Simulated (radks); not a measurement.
The numbers below are computed, except where a source is named.
Coulomb parameter of the 5d shell of the osmium ion Os3+ in the model configuration [Xe] 4f14 5d3 6p2, as a second difference U = [E(n + 0.5) + E(n - 0.5) - 2 E(n)] / (0.5)^2 with all orbitals relaxed. "Bare": the charge of the atom changes with n. "Screened": the 6p shell takes up the change at fixed total charge, which measures U(5d,5d) + U(6p,6p) - 2 U(5d,6p). Code: a radial shooting solver on a logarithmic mesh with Libxc functionals. Model: Dirac Kohn-Sham, BLYP, spin-unpolarised, spherical densities, point nucleus; open shells are shared between the two j in proportion to 2j + 1.

case,configuration,E - E(n) (eV)
start,[Xe] 4f14 5d3 6p2,0.000
bare +0.5,[Xe] 4f14 5d3.5 6p2,-19.625
bare -0.5,[Xe] 4f14 5d2.5 6p2,22.881
screened +0.5,[Xe] 4f14 5d3.5 6p1.5,-8.108
screened -0.5,[Xe] 4f14 5d2.5 6p2.5,8.667

U(bare) = 13.022 eV, U(screened by 6p) = 2.235 eV.
